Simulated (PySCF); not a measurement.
C6H17NSi.
SMILES: `CN([SiH3])CC(C)(C)C`

Theory: TDDFT CAM-B3LYP/def2-SVPD, vertical, gas phase, core orbitals frozen in the response (PySCF 2.14.0, density-fitted response routines). Isolated species at its PBE0-D3(BJ)/def2-SVP geometry (one conformer only). Torsions of this conformer, `[CH3:1][N:2]([SiH3:3])[CH2:4][C:5]([CH3:6])([CH3:7])[CH3:8]`: C1–N2–C4–C5 92°, N2–C4–C5–C6 -57°.

Broadening: Gaussians 0.25 eV wide at half height, area fixed by f = 4.319×10⁻⁹ ∫ε dν̃. The width is an assumption, not a result. The curve ends short of the highest state used, and states not computed would add to its high-energy end.

(E (eV), ε (L mol⁻¹ cm⁻¹)): (5.44, 2), (5.51, 15), (5.58, 80), (5.65, 272), (5.72, 595), (5.79, 845), (5.86, 776), (5.93, 462), (6.00, 186), (6.07, 110), (6.14, 360), (6.21, 1221), (6.28, 2729), (6.35, 3952), (6.42, 3716), (6.49, 2304), (6.56, 1044), (6.63, 529), (6.70, 436), (6.77, 494), (6.84, 945), (6.91, 2203), (6.98, 4001), (7.05, 5109), (7.12, 4642), (7.19, 3204), (7.26, 1930), (7.33, 1185), (7.40, 717), (7.47, 413)

**Question.** Locate the maxima and give the states behind the curve.

**Answer.** 213 nm (5.81 eV), ε about 860, made up of S1 (100%); 194 nm (6.38 eV), ε about 4100, made up of S2 (100%); 176 nm (7.06 eV), ε about 5100, made up of S5 (78%) and S6 (20%) (ε in L mol⁻¹ cm⁻¹; maxima over ε = 5, shares over 10%). The states used: S1 5.81 eV (f 0.0080); S2 6.37 eV (f 0.038); S3 6.70 eV (f 0.0033); S4 6.93 eV (f 0.0015); S5 7.04 eV (f 0.038); S6 7.15 eV (f 0.013); S7 7.33 eV (f 0.0069); S8 7.69 eV (f 0.0069); S9 7.95 eV (f 0.011); S10 8.07 eV (f 0.018).

**Question.** What would ε be at 7.06 eV, the highest of these maxima, with half the width (0.125 eV)?

**Answer.** About 8430 L mol⁻¹ cm⁻¹ against 5140, a factor of about 1.6; a lone state at its own centre would give exactly 2.

**Question.** Coming from long wavelengths, where does ε first pass 100 L mol⁻¹ cm⁻¹?

**Answer.** At about 222 nm (5.59 eV), 0.22 eV below S1.

**Question.** On this curve, what absorbance would a 10⁻⁵ mol/L sample give at 222 nm over a 1 cm path?

**Answer.** 222 nm is 5.585 eV, where ε is about 89 L mol⁻¹ cm⁻¹, so A = ε c l ≈ 0.00089 (Beer–Lambert, with the gas-phase spectrum and the assumed width).

The vertical ionisation energy (ΔSCF) is 8.10 eV, 0.03 eV above S10.

On an Arm Neoverse V1 with one thread, shared host with 32 logical CPUs at a one-minute load of 12, this took 3.3 min and 1.6 GiB of memory at its peak.

Without π bonds the low states are Rydberg-like; a valence basis with one diffuse set may place them up to an eV too high.
